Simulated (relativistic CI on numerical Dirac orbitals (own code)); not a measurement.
Level scheme of Ag¹⁷⁺

Computed by Dirac-Coulomb-Breit CI, separate exchange-only KLI orbitals for each configuration, model QED, unscaled Slater integrals (own radial code, finite nucleus).

Configuration list (outside the closed core [Ar]): 3d¹⁰4s², 3d¹⁰4s4p, 3d¹⁰4p², 3d¹⁰4s4d, 3d¹⁰4d², 3d¹⁰4s4f, 3d¹⁰4p4d, 3d¹⁰4f², 3d¹⁰4p4f, 3d¹⁰4s5s, 3d¹⁰4d4f, 3d¹⁰4s5p, 3d¹⁰4s5d, 3d¹⁰4s5f, 3d¹⁰4s5g, 3d¹⁰4s6s, 3d¹⁰4s6p, 3d¹⁰4s6d, 3d¹⁰4s6f, 3d¹⁰4s7s, 3d⁹4s²4p, 3d⁹4s²4d, 3d⁹4s²4f, 3d⁹4s²5s, 3d⁹4s²5p, 3d⁹4s²5d. Double excitations out of closed p, d and f shells are left out; levels of such configurations are missing from the list, as are those of other unlisted configurations, and high levels can miss mixing partners. These lack a partner that the ground configuration has and come out too high: 3d⁹4s²4p, 3d⁹4s²4d, 3d⁹4s²4f, 3d⁹4s²5s, 3d⁹4s²5p.

```tsv
No.	Configuration	Term	J	E (cm⁻¹)	%	Landé g
1	3d¹⁰4s²	¹S	0	0	98	
2	3d¹⁰4s4p	³P°	0	266908	100	
3	3d¹⁰4s4p	³P°	1	280872	95	1.473
4	3d¹⁰4s4p	³P°	2	329682	100	1.500
5	3d¹⁰4s4p	¹P°	1	411458	93	1.026
6	3d¹⁰4p²	³P	0	625854	85	
7	3d¹⁰4p²	³P	1	670457	100	1.500
8	3d¹⁰4p²	¹D	2	673041	60	1.170
9	3d¹⁰4p²	³P	2	731902	65	1.328
10	3d¹⁰4p²	¹S	0	790715	83	
11	3d¹⁰4s4d	³D	1	867951	100	0.498
12	3d¹⁰4s4d	³D	2	872013	99	1.165
13	3d¹⁰4s4d	³D	3	879086	100	1.333
14	3d¹⁰4s4d	¹D	2	941314	88	1.001
15	3d¹⁰4p4d	³F°	2	1150283	83	0.723
16	3d¹⁰4p4d	³F°	3	1178354	89	1.094
17	3d¹⁰4p4d	¹D°	2	1195143	45	1.164
18	3d¹⁰4p4d	³D°	1	1212491	63	0.814
19	3d¹⁰4p4d	³F°	4	1220141	98	1.249
20	3d¹⁰4p4d	¹D°	2	1238033	38	1.137
21	3d¹⁰4p4d	³P°	0	1256206	100	
22	3d¹⁰4p4d	³D°	3	1258729	75	1.259
23	3d¹⁰4p4d	³P°	1	1259251	70	1.200
24	3d¹⁰4p4d	³D°	2	1264553	52	1.305
25	3d¹⁰4p4d	¹F°	3	1293128	65	1.061
26	3d¹⁰4p4d	¹P°	1	1325834	88	0.984
27	3d¹⁰4s4f	³F°	2	1425489	99	0.665
28	3d¹⁰4s4f	³F°	3	1426087	98	1.083
29	3d¹⁰4s4f	³F°	4	1426956	98	1.250
30	3d¹⁰4s4f	¹F°	3	1481469	82	1.000
31	3d¹⁰4s5s	³S	1	1657001	100	2.001
32	3d¹⁰4s5s	¹S	0	1681522	100	
33	3d¹⁰4p4f	¹G	4	1711985	30	1.070
34	3d¹⁰4p4f	³F	2	1718081	47	0.735
35	3d¹⁰4p4f	³G	3	1719982	42	0.948
36	3d¹⁰4p4f	¹F	3	1727443	39	1.015
37	3d¹⁰4d²	³F	4	1746818	30	1.151
38	3d¹⁰4d²	¹D	2	1761920	51	0.943
39	3d¹⁰4d²	³F	3	1762905	40	1.036
40	3d¹⁰4p4f	³G	4	1766842	68	1.094
41	3d¹⁰4d²	³F	2	1781573	34	0.874
42	3d¹⁰4d²	³P	0	1784557	97	
43	3d¹⁰4d²	³P	1	1788724	100	1.500
44	3d¹⁰4p4f	³G	5	1789188	100	1.200
45	3d¹⁰4p4f	¹F	3	1792433	38	1.101
```

Energies count from the lowest computed level; ° marks odd parity.

The mean weight of the leading LS term, summed over parents, in these 45 levels is 76 %, and that of the leading jj configuration (from the same eigenvectors) 77 %.

At this charge energies of transitions that change n are usually good to better than 1 %, and those within a shell (Δn = 0) to a few per cent.

LS names give the leading component of a level, which can be under half, so a name can repeat, a term be missing and a line seem to break the LS rules.
